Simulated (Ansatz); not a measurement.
Computed with Ansatz on PBE0-D4/def2-TZVP structures; ΔE is electronic, products minus reactants. CBS: MP2 limit from def2 TZ/QZ plus the TZ coupled-cluster correction, frozen cores. This one scheme is used for every species. Functionals use def2-TZVPP. B3LYP here is the variant with VWN-RPA as its local correlation; programs differ in this. def2 core potentials past Kr. For I outer-core shells are correlated without core-valence functions, which leaves a few kJ/mol of doubt a bond.

`IC1CCC1` + CH₄ → `CC1CCC1` + HI  (formal exchange of groups at a C–I bond)

CCSD(T)/CBS gives +0.14 eV.

Problem. Another level gave +0.17 eV. Which?
A. HF/def2-TZVPP
B. MP2/def2-TZVPP
C. PBE-D4/def2-TZVPP
D. B3LYP/def2-TZVPP

Solution. B. MP2/def2-TZVPP 0.17, PBE-D4 0.12, B3LYP 0.07, HF/def2-TZVPP -0.02 eV.

Largest T1 diagnostic among the species: 0.009.

In def2-TZVPP, CCSD(T) changes the Hartree–Fock value by +0.10 eV (the triples alone add +0.04 eV) and MP2 by +0.19 eV. From PBE to PBE0 (25 % exact exchange), in def2-TZVPP and without D4, ΔE moves by −0.05 eV. The D4 term adds +0.04 eV with B3LYP and +0.02 eV with PBE0; it sums over pairs of atoms, weighted by their polarisabilities, and B3LYP, whose exchange is more repulsive, gets the larger term.
